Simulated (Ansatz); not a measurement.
```yaml
crystal:
  periodic: [false, false, false]
  atoms:
    - {symbol: Cl, position_ang: [-0.295353, -1.721850, 1.935854]}
    - {symbol: C, position_ang: [-0.097865, -0.611284, 0.675304]}
    - {symbol: C, position_ang: [0.364704, -0.638040, -0.569297]}
    - {symbol: Cl, position_ang: [1.022448, -1.798045, -1.610036]}
    - {symbol: Si, position_ang: [-0.200811, 1.024108, -0.106634]}
    - {symbol: H, position_ang: [-1.488192, 1.571224, -0.596819]}
    - {symbol: H, position_ang: [0.756369, 2.105887, 0.225828]}
basis:
  gaussian: {orbitals: cc-pVTZ}
total_charge: 4
hamiltonian: {xc: {name: BHLYP}, dispersion: d3bj}
output: {forces: true}
```

```sh
$ ansatz run in.yaml --threads 2 --pin off --events-out ev --progress --plain --max-ram 4352MiB
```

Output, abridged:

```
Functional definition: BHLYP
1487 factors; their error is unknown
mean field evaluation 1: about -34906.3470 eV, gradient 1.2e2 eV
mean field evaluation 2: about -34800.7251 eV, gradient 2.0e2 eV
mean field evaluation 4: about -34921.2800 eV, gradient 7.9e1 eV
mean field evaluation 8: about -34950.2388 eV, gradient 2.1e0 eV
mean field evaluation 16: about -34950.6626 eV, gradient 6.0e-3 eV
mean field evaluation 32: about -34950.6626 eV, gradient 6.0e-5 eV
mean field -34951.03704558 eV, -1284.4269207612 hartree, gradient 2.2e-6 eV, S^2 0.000000; 12 other end points of the search recorded, 0 dependent functions left out
reference -34951.03721274 eV, -1284.4269269042 hartree; 29, 29 occupied and 161, 161 virtual orbitals, 1487 factors
Total energy: -34951.36747489 eV, -1284.4390638145 hartree
Atom 0 at    -0.295353    -1.721850     1.935854 Å, force    -0.150286     2.839166    -1.435038 eV/Å
Atom 1 at    -0.097865    -0.611284     0.675304 Å, force     0.603737    -7.401670     3.162294 eV/Å
Atom 2 at     0.364704    -0.638040    -0.569297 Å, force     2.418689    -7.507401    -1.719349 eV/Å
Atom 3 at     1.022448    -1.798045    -1.610036 Å, force    -1.011014     2.889304     0.880780 eV/Å
Atom 4 at    -0.200811     1.024108    -0.106634 Å, force    -1.582388     7.805359    -0.755404 eV/Å
Atom 5 at    -1.488192     1.571224    -0.596819 Å, force    -1.660647     0.325265    -0.624069 eV/Å
Atom 6 at     0.756369     2.105887     0.225828 Å, force     1.381908     1.049977     0.490786 eV/Å
Dipole moment:    -0.255612     1.261112    -0.122179 e Å
```

(1) What is wrong with this run?

Answers

(1) The charge is far from anything that the molecule holds. Self-consistency was reached. The result belongs to that input, not to the molecule as meant.
